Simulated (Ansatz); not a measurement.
Ansatz (a first-principles code) input (revPBE/def2-TZVPD):

Ansatz 0.2 input:
```yaml
crystal:
  periodic: [false, false, false]
  atoms:
    - {symbol: B, position_ang: [-0.00000000, -0.00000000, -0.78099334]}
    - {symbol: F, position_ang: [0.00000000, 0.00000000, 0.43388519]}
basis:
  gaussian:
    orbitals: def2-TZVPD
hamiltonian:
  xc: {name: revPBE}
total_charge: 1
magnetization: {spin_polarized: true, initial_magnetization: 1}
output: {forces: true}
```

End of the output:

```
integrals: 0.01 GiB planned
362 factors; their error is unknown
mean field: 0.15 GiB planned
mean field evaluation 1: about -3366.0615 eV, gradient 7.7e1 eV
mean field evaluation 2: about -3185.8502 eV, gradient 1.9e2 eV
mean field evaluation 4: about -3381.6886 eV, gradient 4.7e0 eV
mean field evaluation 8: about -3381.7639 eV, gradient 1.9e-2 eV
mean field -3381.76391745 eV, -124.2775317245 hartree, gradient 2.9e-5 eV, S^2 0.753858; 0 other end points of the search recorded, 0 dependent functions left out
the calculation of the forces begins
reference -3381.76396171 eV, -124.2775333511 hartree; 7, 6 occupied and 70, 71 virtual orbitals, 362 factors
Total energy: -3381.76396171 eV, -124.2775333511 hartree
Atom 0 at    -0.000000    -0.000000    -0.780993 Å, force    -0.000000    -0.000000    -0.983126 eV/Å
Atom 1 at     0.000000     0.000000     0.433885 Å, force     0.000000     0.000000     0.983126 eV/Å
Dipole moment:    -0.000000    -0.000000    -0.685216 e Å
```
